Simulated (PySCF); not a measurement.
Exercise with solution: chemical shift, span and skew from a shielding tensor

BClFHO, SMILES OB(F)Cl. Atoms are numbered in the order given.

```xyz
5

B     -0.0134    -0.4292     0.0000
F     -1.2007    -1.0284     0.0000
Cl     0.0520     1.3302     0.0000
O      1.1264    -1.1395     0.0000
H      0.9777    -2.0954     0.0000
```

Geometry: B3LYP-D3(BJ)/def2-SVP. One conformer was computed; it need not be the lowest.

GIAO shieldings from PBE0/pcSseg-2 run with PySCF, non-relativistic, no solvent. The symmetric part of the tensor of F2 has the principal values 129.2, 295.5, 343.6 ppm. The same nucleus in CFCl3 has σ = 165.8 ppm at this level (PySCF, at its B3LYP-D3(BJ)/def2-TZVP geometry). Without spin–orbit terms, shifts of atoms bonded to Cl or Br come out too high.

Task: Work out the isotropic shielding, the ¹⁹F shift against CFCl3, the span and the skew.

Result: 
σ(iso) = (σ11 + σ22 + σ33)/3 = 256.1 ppm. δ = σ(ref) − σ(iso) = 165.8 − (256.1) = -90.3 ppm.
Span Ω = σ33 − σ11 = 214.4 ppm. Skew κ = 3(σ(iso) − σ22)/Ω = -0.55. Tumbling in solution averages the tensor to δ; in a static solid the shielding alone would spread this spin-1/2 line over Ω.
